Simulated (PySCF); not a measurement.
An unknown shows these calculated signals:

1H NMR (400 MHz, computed): δ 1.85 (br s, 1H), 1.38 (m, 3H), 0.80 (m, 1H), 0.78 (m, 1H), 0.76 (m, 1H), 0.61 (m, 1H), 0.59 (m, 1H).

13C{1H} NMR (computed): δ 20.0 (CH3), 14.8 (CH), 4.3 (CH2), 2.9 (CH2).

In vacuum, one conformer, non-relativistic, averaged over atoms made equivalent by symmetry, fast rotation or ring inversion. Coordinates at the GFN2-xTB level; NMR shieldings at PBE0/pcSseg-1/GIAO; PySCF 2.14.0 with density-fitted response routines.

Referencing at the same level of theory: 1H and 13C against TMS.

Question: Which of these does the molecule contain: a carboxylic acid, a CH3CH2 unit, a three-membered ring, an OH group, a benzene ring?

Answer: 
- A carboxylic acid: no.
- A CH3CH2 unit: no.
- A three-membered ring: yes.
- An OH group: yes (δH 1.85 (br s)).
- A benzene ring: no.

The data belong to `C[P@@](=O)(O)C1CC1`, C4H9O2P; they needn't prove each group on their own.

Carbon signals by region: 4 below 50 ppm.

The OH or NH signal is concentration- and solvent-dependent in practice; the value given is the gas-phase one. Splittings by 31P in the carbon and heteronuclear signals aren't shown, as no couplings were computed. Shifts are as computed. Against solution values, carbons near 30 ppm lie about +3 ppm off and those near 130 ppm about +5 ppm. Of 1211 compounds with measured shifts, 218 miss one by over three times the rms of a fit or turn the order of signals round; such compounds aren't used in these exercises. Multiplicities follow the n + 1 count of equivalent neighbours, as no J values were calculated; m marks all less simple cases, F and P coupling included.
